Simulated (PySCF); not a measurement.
## ORD: `InChI=1S/C7H9N/c1-4-5-2-6(5)7(4)3-8/h4-7H,2H2,1H3/t4-,5+,6+,7-/m0/s1`

Geometry:
| atom | x (Å) | y (Å) | z (Å) |
| --- | --- | --- | --- |
| C1 | 1.851 | -0.186 | -0.036 |
| C2 | 0.523 | -0.321 | -0.759 |
| C3 | -0.472 | 0.882 | -0.713 |
| C4 | -0.110 | 1.987 | 0.127 |
| N5 | 0.180 | 2.855 | 0.813 |
| C6 | -1.534 | -0.056 | -0.126 |
| C7 | -1.034 | -0.620 | 1.165 |
| C8 | -0.555 | -1.201 | -0.128 |
| H9 | 1.713 | 0.121 | 0.997 |
| H10 | 2.475 | 0.559 | -0.527 |
| H11 | 2.375 | -1.140 | -0.046 |
| H12 | 0.703 | -0.613 | -1.796 |
| H13 | -0.723 | 1.260 | -1.706 |
| H14 | -2.576 | -0.022 | -0.399 |
| H15 | -1.736 | -1.224 | 1.722 |
| H16 | -0.376 | -0.035 | 1.789 |
| H17 | -0.712 | -2.235 | -0.388 |

Computed, not measured: TDDFT PBE0/def2-SVPD circular dichroism and optical rotation, one conformer, gas phase (PySCF 2.14.0). Geometry: GFN2-xTB.

States above about 8.2 eV lie in this functional's continuum (it starts at minus the energy of the highest occupied orbital, well below the true ionisation energy for most functionals) and depend on the basis.

Stereocentres: C2 S, C3 S, C6 R, C8 R.

Problem. Give the optical rotatory dispersion at 633, 589.3, 546, 436, 405, 365, 355 nm.

Solution. [α] in deg dm⁻¹ (g/mL)⁻¹:
```csv
λ (nm),origin-invariant length gauge,modified velocity gauge,length gauge (centre of mass),isotropic polarisability (au)
633,-22.6,-19.3,-23.1,78.9
589.3,-26.2,-22.4,-26.8,79.2
546,-30.8,-26.4,-31.5,79.5
436,-50.1,-43.1,-51.2,80.6
405,-59.0,-50.9,-60.3,81.2
365,-74.4,-64.6,-76.1,82.1
355,-79.3,-68.9,-81.1,82.4
```

Problem. And for the mirror image at 589.3 nm?

Solution. +26.2 deg dm⁻¹ (g/mL)⁻¹ (origin-invariant length gauge): the same size and the opposite sign.

Problem. What is the molar rotation [Φ] = [α]·M/100 of the geometry above at 589.3 nm?

Solution. With M = 107.16 g/mol, -28.1 deg cm² dmol⁻¹ (origin-invariant length gauge).

The first excitation lies at 7.37 eV (168 nm) with R = +9.6 × 10⁻⁴⁰ esu² cm² (velocity form).
